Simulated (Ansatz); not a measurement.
`O=C([SiH3])[SiH](O)Cl` → `O=C[SiH](O)Cl` + `[SiH2]`  (silylene formation by 1,1-elimination)

Program: Ansatz. Geometries: PBE0-D4/def2-TZVP. ΔE: electronic, gas phase. CBS: MP2 limit from def2 TZ/QZ plus the TZ coupled-cluster correction, frozen cores. This one scheme is used for every species. DFT in def2-TZVPP. Each species was taken in one conformer, which may not be the lowest.

Is it downhill or uphill in electronic energy at CCSD(T)/CBS, and by how much? (An estimate is asked.)

Ansatz gave: Uphill: ΔE = +52.5 kcal/mol.

What do these levels give: r2SCAN-D4, ωB97X-V, r2SCAN0, CAM-B3LYP, CCSD/def2-TZVPP, MP2/CBS(def2)? (Estimate.)

The calculation gave: r2SCAN-D4 57.9, ωB97X-V 54.8, r2SCAN0 56.5, CAM-B3LYP 51.3, CCSD/def2-TZVPP 49.1, MP2/CBS(def2) 56.6 kcal/mol.

Largest T1 diagnostic among the species: 0.014.

From PBE to PBE0 (25 % exact exchange), in def2-TZVPP and without D4, ΔE moves by +0.8 kcal/mol. At CCSD(T), def2-SVP lies −3.6 kcal/mol from the extrapolated value and def2-TZVPP −1.8 kcal/mol.
